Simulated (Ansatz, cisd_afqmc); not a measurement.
Species: SrO, charge 0, singlet. SrO (SMILES [O]=[Sr]).
B3LYP-D3(BJ)/def2-TZVP minimum from Ansatz (a first-principles code):
```xyz
2

Sr     0.0000     0.0000    -0.3369
O      0.0000     0.0000     1.6002
```

Total energies in def2-SVP, 8 correlated electrons, 5 frozen orbitals. Open shells are spin-unrestricted; no spin-orbit coupling. Cores are frozen in correlated methods (noble-gas shells, and filled d and f shells in the p block). Past Kr the def2 sets carry scalar-relativistic core potentials. AFQMC is phaseless with a CISD trial state; ± is one standard error, without the phaseless bias. Outlying blocks are dropped, and bars are widened where a walk drifts. Over all cases where full CI ran beside it in this data, AFQMC minus full CI had a median of +0.1 mEh and passed +0.4 mEh in a tenth of the cases. The T1 diagnostic of OSr ([O]=[Sr], singlet) reaches 0.046 in the sets run.

```
method         program         energy (Eh)  minus CCSDTQ (mEh)
----------  ----------  ------------------  ------------------
HF              Ansatz          -105.06384              246.77
MP2             Ansatz          -105.31715               -6.54
CCSD            Ansatz          -105.29678               13.83
CCSD(T)         Ansatz          -105.30942                1.19
CCSDT(Q)        Ansatz          -105.31139               -0.79
CCSDTQ          Ansatz          -105.31061                0.00
AFQMC/CISD  cisd_afqmc  -105.3094 ± 0.0009           1.3 ± 0.9
```

Rough core times of Ansatz's runs on a shared machine: CCSD(T) under 20 s, CCSDT(Q) under 20 s, CCSDTQ 3 min.
